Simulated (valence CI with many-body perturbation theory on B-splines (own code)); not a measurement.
# E1 line list for Nd XXVIII

Calculated by configuration interaction combined with many-body perturbation theory (CI+MBPT): five valence electrons over a frozen Dirac-Fock core [Ar] 3d10, radial functions for each j: 11 s, 11 p, 10 d, 8 f, 5 g, 2 h, with the one-electron correlation potential Σ1, the two-electron term Σ2, the three-electron term Σ3, Breit, model QED; selected CI, second order for the rest, scaled by the run's own slope (own B-spline code, finite nucleus).

No measured spectrum was set against this ion. As an estimate, large intervals hold to a few tenths of a per cent, small ones and those within an open d or f shell to about a per cent. Among the levels kept, up to 2000 cm⁻¹ of a level comes from second order outside the variational space, and about a tenth of that is noise between levels of different J, which matters for small intervals.

Lines 51 to 100 of 553 in falling wavelength, among levels below 294.60 eV, chosen from the strongest by gf and those to the six lowest levels. Wavelengths and rates use the calculated energies. Electric multipoles are in the length gauge, E1 and E2 with the static RPA response of the core. Weak lines are less certain than strong ones. Lines between different terms over intervals too small for the method are left out, as are lines whose strength nearly cancels. Where a level lies close to another of its J and parity, the split of strength between their lines is uncertain. The highest levels of a list are the least certain.

Levels are named by their leading jj configuration (3d3/2^4 stands for four electrons in 3d with j = 3/2), which in mixed levels can hold well under half, so a name can repeat and another be missing. Letters in brackets count levels of one name in rising energy.

```tsv
λ vac (nm)	Upper	Lower	A (s⁻¹)	S (a.u.) with core polarisation	S without
13.14	(4s 4p3/2^3 4d5/2) J=7/2 [a]	(4s^2 4p3/2^2 4d3/2) J=7/2	1.37e+10	1.23e-01	1.33e-01
13.14	(4s 4p3/2^3 4d5/2) J=9/2	(4s^2 4p3/2^2 4d5/2) J=7/2	1.80e+10	2.02e-01	2.18e-01
13.02	(4s 4p1/2 4p3/2^2 4d5/2) J=3/2 [a]	(4s^2 4p1/2 4p3/2 4d5/2) J=5/2 [a]	1.74e+10	7.59e-02	8.16e-02
13.00	(4s 4p1/2 4p3/2^2 4d5/2) J=7/2 [d]	(4s^2 4p1/2 4p3/2 4d5/2) J=7/2 [b]	8.18e+09	7.10e-02	7.67e-02
13.00	(4s 4p3/2^3 4d5/2) J=5/2 [a]	(4s^2 4p3/2^2 4d5/2) J=7/2	2.18e+10	1.42e-01	1.53e-01
12.88	(4p1/2^2 4p3/2^3) J=3/2	(4s 4p1/2^2 4p3/2^2) J=3/2	1.67e+10	7.05e-02	7.59e-02
12.84	(4s 4p1/2^2 4p3/2 4d5/2) J=7/2 [b]	(4s^2 4p1/2^2 4d5/2) J=5/2	3.81e+10	3.19e-01	3.43e-01
12.78	(4s 4p3/2^3 4d5/2) J=7/2 [b]	(4s^2 4p3/2^2 4d5/2) J=5/2 [a]	1.13e+10	9.28e-02	1.00e-01
12.78	(4s 4p1/2 4p3/2^2 4d3/2) J=3/2 [f]	(4s^2 4p1/2 4p3/2 4d3/2) J=3/2 [b]	2.88e+10	1.18e-01	1.28e-01
12.76	(4s 4p1/2 4p3/2^3) J=5/2	(4s^2 4p1/2 4p3/2^2) J=3/2	5.32e+08	3.28e-03	3.53e-03
12.76	(4s 4p1/2 4p3/2^2 4d3/2) J=5/2 [f]	(4s^2 4p1/2 4p3/2 4d3/2) J=5/2 [b]	1.29e+10	7.96e-02	8.57e-02
12.75	(4s 4p1/2^2 4p3/2 4d3/2) J=5/2 [b]	(4s^2 4p1/2^2 4d3/2) J=3/2	3.62e+10	2.22e-01	2.39e-01
12.73	(4s 4p1/2 4p3/2^2 4d5/2) J=7/2 [b]	(4s^2 4p1/2 4p3/2 4d5/2) J=5/2 [a]	1.08e+10	8.80e-02	9.46e-02
12.73	(4s 4p1/2 4p3/2^2 4d3/2) J=7/2 [b]	(4s^2 4p1/2 4p3/2 4d3/2) J=7/2	2.80e+10	2.28e-01	2.45e-01
12.70	(4s^2 4p1/2 4p3/2 4f7/2) J=7/2 [a]	(4s^2 4p3/2^2 4d5/2) J=7/2	9.73e+09	7.87e-02	8.48e-02
12.69	(4s 4p1/2 4p3/2^2 4d3/2) J=5/2 [g]	(4s^2 4p1/2 4p3/2 4d5/2) J=5/2 [b]	4.66e+10	2.82e-01	3.03e-01
12.68	(4s 4p1/2 4p3/2^2 4d5/2) J=5/2 [d]	(4s^2 4p1/2 4p3/2 4d5/2) J=3/2 [a]	1.41e+10	8.49e-02	9.14e-02
12.67	(4s^2 4p1/2 4p3/2 4d3/2) J=3/2 [a]	(4s^2 4p1/2 4p3/2^2) J=5/2	2.20e+10	8.82e-02	9.50e-02
12.66	(4s 4p3/2^3 4d3/2) J=3/2 [b]	(4s^2 4p3/2^2 4d3/2) J=3/2 [b]	2.91e+10	1.16e-01	1.25e-01
12.65	(4s 4p1/2^2 4p3/2^2) J=3/2	(4s^2 4p1/2^2 4p3/2) J=3/2	3.47e+10	1.39e-01	1.49e-01
12.64	(4s 4p1/2 4p3/2^2 4d5/2) J=3/2 [e]	(4s^2 4p1/2 4p3/2 4d5/2) J=3/2 [b]	1.81e+10	7.21e-02	7.77e-02
12.61	(4s 4p1/2 4p3/2^2 4d5/2) J=5/2 [e]	(4s^2 4p1/2 4p3/2 4d3/2) J=5/2 [b]	2.12e+10	1.26e-01	1.35e-01
12.58	(4s 4p3/2^4) J=1/2	(4s^2 4p3/2^3) J=3/2	5.26e+10	1.03e-01	1.11e-01
12.57	(4s 4p3/2^3 4d5/2) J=5/2 [b]	(4s^2 4p3/2^2 4d5/2) J=5/2 [a]	1.68e+10	9.89e-02	1.07e-01
12.53	(4s 4p3/2^3 4d5/2) J=3/2 [b]	(4s^2 4p3/2^2 4d5/2) J=5/2 [b]	3.64e+10	1.41e-01	1.52e-01
12.52	(4s 4p1/2 4p3/2^2 4d5/2) J=9/2 [d]	(4s^2 4p1/2 4p3/2 4d5/2) J=9/2	2.61e+10	2.53e-01	2.72e-01
12.51	(4s 4p1/2 4p3/2^2 4d3/2) J=1/2 [d]	(4s^2 4p1/2 4p3/2 4d3/2) J=1/2 [c]	3.95e+10	7.64e-02	8.23e-02
12.48	(4s 4p1/2 4p3/2^2 4d3/2) J=3/2 [c]	(4s^2 4p1/2 4p3/2 4d3/2) J=5/2 [a]	4.53e+10	1.74e-01	1.87e-01
12.45	(4s 4p3/2^3 4d3/2) J=5/2 [b]	(4s^2 4p3/2^2 4d3/2) J=3/2 [b]	1.35e+10	7.71e-02	8.32e-02
12.44	(4s 4p3/2^3 4d3/2) J=5/2 [b]	(4s^2 4p3/2^2 4d5/2) J=5/2 [a]	1.19e+10	6.81e-02	7.34e-02
12.42	(4s 4p1/2^2 4p3/2 4d3/2) J=1/2 [b]	(4s^2 4p1/2^2 4d3/2) J=3/2	3.72e+10	7.02e-02	7.55e-02
12.41	(4s^2 4p1/2 4p3/2 4d3/2) J=1/2 [b]	(4s^2 4p1/2 4p3/2^2) J=1/2	1.69e+10	3.19e-02	3.43e-02
12.39	(4s 4p1/2 4p3/2^2 4d5/2) J=3/2 [c]	(4s^2 4p1/2 4p3/2 4d5/2) J=3/2 [a]	2.37e+10	8.90e-02	9.58e-02
12.39	(4s 4p1/2^2 4p3/2^2) J=1/2	(4s^2 4p1/2^2 4p3/2) J=3/2	4.72e+10	8.85e-02	9.50e-02
12.38	(4s^2 4p1/2^2 4f7/2) J=7/2	(4s^2 4p1/2 4p3/2 4d5/2) J=7/2 [a]	1.58e+10	1.18e-01	1.27e-01
12.36	(4s 4p3/2^3 4d5/2) J=7/2 [a]	(4s^2 4p3/2^2 4d5/2) J=9/2	1.04e+10	7.74e-02	8.33e-02
12.35	(4s 4p1/2 4p3/2^2 4d3/2) J=7/2 [b]	(4s^2 4p1/2 4p3/2 4d3/2) J=5/2 [a]	1.27e+10	9.44e-02	1.02e-01
12.35	(4s 4p1/2 4p3/2^2 4d3/2) J=5/2 [a]	(4s^2 4p1/2^2 4d5/2) J=5/2	2.11e+10	1.18e-01	1.27e-01
12.33	(4s 4p1/2 4p3/2^2 4d3/2) J=5/2 [e]	(4s^2 4p1/2 4p3/2 4d3/2) J=7/2	2.32e+10	1.29e-01	1.39e-01
12.28	(4s 4p1/2 4p3/2^2 4d5/2) J=5/2 [g]	(4s^2 4p1/2 4p3/2 4d5/2) J=3/2 [b]	2.30e+10	1.26e-01	1.36e-01
12.27	(4s^2 4p1/2 4d3/2 4d5/2) J=7/2 [a]	(4s^2 4p1/2 4p3/2 4d5/2) J=7/2 [b]	2.97e+10	2.17e-01	2.33e-01
12.24	(4s 4p1/2 4p3/2^2 4d5/2) J=5/2 [b]	(4s^2 4p1/2 4p3/2 4d5/2) J=7/2 [a]	1.48e+10	8.02e-02	8.61e-02
12.22	(4s^2 4p1/2 4p3/2 4d3/2) J=5/2 [a]	(4s^2 4p1/2 4p3/2^2) J=5/2	4.83e+09	2.61e-02	2.80e-02
12.22	(4s^2 4p1/2 4p3/2 4d3/2) J=1/2 [a]	(4s^2 4p1/2 4p3/2^2) J=3/2	2.90e+10	5.21e-02	5.60e-02
12.19	(4s 4p1/2 4p3/2^2 4d3/2) J=7/2 [c]	(4s^2 4p1/2 4p3/2 4d3/2) J=7/2	2.02e+10	1.45e-01	1.56e-01
12.18	(4s^2 4p1/2 4p3/2 4d3/2) J=3/2 [a]	(4s^2 4p1/2 4p3/2^2) J=3/2	5.44e+08	1.94e-03	2.08e-03
12.18	(4s 4p1/2^2 4p3/2 4d5/2) J=3/2	(4s^2 4p1/2^2 4d5/2) J=5/2	6.82e+10	2.43e-01	2.61e-01
12.14	(4s^2 4p3/2 4d3/2 4d5/2) J=7/2 [c]	(4s^2 4p3/2^2 4d5/2) J=5/2 [b]	1.47e+10	1.04e-01	1.12e-01
12.08	(4s 4p1/2 4p3/2^3) J=3/2 [b]	(4s^2 4p1/2 4p3/2^2) J=1/2	1.15e+10	4.01e-02	4.31e-02
12.07	(4s 4p1/2 4p3/2^2 4d5/2) J=5/2 [c]	(4s^2 4p1/2 4p3/2 4d5/2) J=7/2 [a]	2.82e+10	1.47e-01	1.58e-01
```
